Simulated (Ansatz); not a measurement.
Gas-phase electronic energies from Ansatz, PBE0-D4/def2-TZVP geometries. CCSD(T)/CBS is the MP2 limit (def2-TZVPP, def2-QZVPP) plus CCSD(T) − MP2 in def2-TZVPP, frozen cores. This one scheme is used for every species. DFT in def2-TZVPP. B3LYP here is the variant with VWN-RPA as its local correlation; programs differ in this. Each species was taken in one conformer, which may not be the lowest.

`OB(Cl)Cl` + `C=C[SiH3]` → `C=C[SiH2]B(O)Cl` + HCl  (formal exchange of groups at a B–Cl bond)

```json
{"level": "PBE-D4", "ΔE (kJ/mol)": "91.2", "difference from CCSD(T)/CBS": "-5.3"}
{"level": "PBE0-D4", "ΔE (kJ/mol)": "95.2", "difference from CCSD(T)/CBS": "-1.3"}
{"level": "B3LYP-D4", "ΔE (kJ/mol)": "98.1", "difference from CCSD(T)/CBS": "1.6"}
{"level": "ωB97X-V", "ΔE (kJ/mol)": "99.1", "difference from CCSD(T)/CBS": "2.6"}
{"level": "B2PLYP", "ΔE (kJ/mol)": "105.0", "difference from CCSD(T)/CBS": "8.5"}
{"level": "PBE", "ΔE (kJ/mol)": "95.7", "difference from CCSD(T)/CBS": "-0.8"}
{"level": "r2SCAN", "ΔE (kJ/mol)": "103.4", "difference from CCSD(T)/CBS": "6.9"}
{"level": "PBE0", "ΔE (kJ/mol)": "99.6", "difference from CCSD(T)/CBS": "3.1"}
{"level": "B3LYP", "ΔE (kJ/mol)": "104.9", "difference from CCSD(T)/CBS": "8.4"}
{"level": "HF/def2-TZVPP", "ΔE (kJ/mol)": "116.8", "difference from CCSD(T)/CBS": "20.3"}
{"level": "MP2/def2-TZVPP", "ΔE (kJ/mol)": "105.3", "difference from CCSD(T)/CBS": "8.8"}
{"level": "SCS-MP2/def2-TZVPP", "ΔE (kJ/mol)": "105.5", "difference from CCSD(T)/CBS": "9.0"}
{"level": "HF/def2-QZVPP", "ΔE (kJ/mol)": "116.6", "difference from CCSD(T)/CBS": "20.1"}
{"level": "SCS-MP2/def2-QZVPP", "ΔE (kJ/mol)": "104.9", "difference from CCSD(T)/CBS": "8.4"}
{"level": "MP2/CBS(def2)", "ΔE (kJ/mol)": "104.3", "difference from CCSD(T)/CBS": "7.8"}
{"level": "CCSD/CBS(def2)", "ΔE (kJ/mol)": "98.4", "difference from CCSD(T)/CBS": "1.9"}
{"level": "CCSD(T)/CBS", "ΔE (kJ/mol)": "96.5", "difference from CCSD(T)/CBS": "0"}
```

Largest T1 diagnostic among the species: 0.013.

The D4 term adds −6.8 kJ/mol with B3LYP and −4.4 kJ/mol with PBE0; it sums over pairs of atoms, weighted by their polarisabilities, and B3LYP, whose exchange is more repulsive, gets the larger term. From PBE to PBE0 (25 % exact exchange), in def2-TZVPP and without D4, ΔE moves by +3.9 kJ/mol. In def2-TZVPP, CCSD(T) changes the Hartree–Fock value by −19.3 kJ/mol (the triples alone add −1.9 kJ/mol) and MP2 by −11.5 kJ/mol.
